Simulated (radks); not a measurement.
Mn+, configuration [Ar] 3d5 4s1.

Method: scalar-relativistic Kohn-Sham, PBE, spin-polarised, spherical densities, finite nucleus; open shells are filled with parallel spins first; Fermi nuclear charge, rms radius 3.7057 fm; computed with a radial shooting solver on a logarithmic mesh with Libxc functionals.

Energy parts (Ry):
| part | energy |
|---|---|
| total | -2316.45901 |
| kinetic | 2342.08912 |
| electron-nucleus | -5516.57538 |
| Hartree | 962.09886 |
| exchange-correlation | -104.07161 |

Orbitals (lengths in bohr, moments of r in powers of bohr):
orbital	occ.	eigenvalue (Ry)	<r>	<r^4>	<1/r>
1s up	1	-473.0856	0.06090	0.00006401	24.93
1s down	1	-473.0840	0.06090	0.00006400	24.93
2s up	1	-55.26279	0.2797	0.01494	5.300
2s down	1	-55.10780	0.2791	0.01481	5.310
2p up	3	-46.88530	0.2474	0.01157	5.198
2p down	3	-46.76702	0.2468	0.01143	5.207
3s up	1	-7.02612	0.8516	1.139	1.661
3s down	1	-6.63615	0.8539	1.156	1.654
3p up	3	-4.72708	0.9039	1.633	1.522
3p down	3	-4.34221	0.9085	1.684	1.514
3d up	5	-1.20191	1.169	8.359	1.151
4s up	1	-0.92734	2.744	118.1	0.4751
3d down	0	-0.83891	1.224	10.98	1.117

The highest occupied level is 4s up at -12.617 eV. For comparison, the ionisation energy in NIST's Atomic Spectra Database is 15.640 eV (measured). In exact Kohn-Sham theory the highest level is minus the ionisation energy, but local and semilocal functionals leave it too shallow, through self-interaction and a potential that decays too fast; potentials with the right tail come closer.
